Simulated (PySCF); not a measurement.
Spinor energies of Ca (calcium, neutral)

Start: [Ar] 3d2; 3d5/2 filled at m_j = +3/2, +5/2. Calculated with PySCF 2.14 in x2c-TZVPall-2c: generalised Hartree-Fock with the X2C-1e Hamiltonian and a Gaussian nucleus; one run each with spin-orbit coupling (SO) switched off, then screened by Boettger's factors. This is a chosen level, not necessarily the ground level.

```
spinor shell  electrons  ε, spin-free (eV)  ε, screened SO (eV)  weight of nominal j (screened SO)  rms radius, screened SO (bohr)
       1s1/2          2            -4081.5              -4081.5                              1.000                          0.0888
       2s1/2          2            -457.60              -457.60                              1.000                           0.393
       2p1/2          2            -367.21              -369.76                              1.000                           0.360
       2p3/2          4            -367.21              -365.95                              1.000                           0.363
       3s1/2          2            -57.460              -57.462                              1.000                            1.25
       3p3/2          4            -32.860              -32.706                              0.863                            1.41
       3p1/2          2            -32.860              -33.182                              0.727                            1.40
       3d5/2          2             -2.143               -2.144                              0.900                            3.87
```

```csv
quantity,spin-free,screened SO
E (hartree),-679.39961,-679.40298
M_J,4,4
⟨J²⟩,20.002,20.002
⟨L²⟩,12.001,12.001
⟨S²⟩,2.001,2.002
```

Each row is a mean over spinors that exchange with the open shell spreads, by up to 2.117 eV (3p3/2).

Rows whose weight is well below 1 are mixtures of j = l ± 1/2: exchange outweighs spin-orbit coupling there, and the label is only the starting occupation.

Without spin-orbit coupling the j labels of p, d and f shells carry no meaning; the spin-free column gives the mean over the occupied spinors of each nl shell.
